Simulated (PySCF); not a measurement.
Ge(H)(Me)2(OH) (C2H8GeO), SMILES [CH3][GeH]([CH3])[OH]. Geometry optimised at PBE0-D3(BJ)/def2-SVP. This is a generated structure with no PubChem entry under its InChIKey; it may be hypothetical. One conformer was computed; it need not be the lowest.

Method: PBE0-D3(BJ)/def2-SVP (PySCF 2.14.0).

Harmonic wavenumbers (cm⁻¹): 115, 125, 136, 173, 206, 215, 593, 598, 621, 682, 709, 744, 834, 845, 846, 905, 1250, 1255, 1427, 1428, 1433, 1439, 2165, 3061, 3062, 3167, 3168, 3180, 3180, 3912. Rotational constants (GHz): 5.160, 4.856, 3.073; symmetry number 1.

Problem. Work out the zero-point energy and the ideal-gas rigid-rotor harmonic-oscillator thermochemistry at 298.15 K and 1 atm.

Solution. ZPE = ½ Σ hcν = ½ × 41473 cm⁻¹ = 248.07 kJ/mol. H − E(el) = 270.75 kJ/mol. Entropy in J/(mol K): translation 168.53, rotation 108.10, vibration 77.57, total 354.20. G − E(el) = 165.14 kJ/mol. Cp = 116.02 J/(mol K). Modes under 150 cm⁻¹ make the vibrational entropy uncertain.
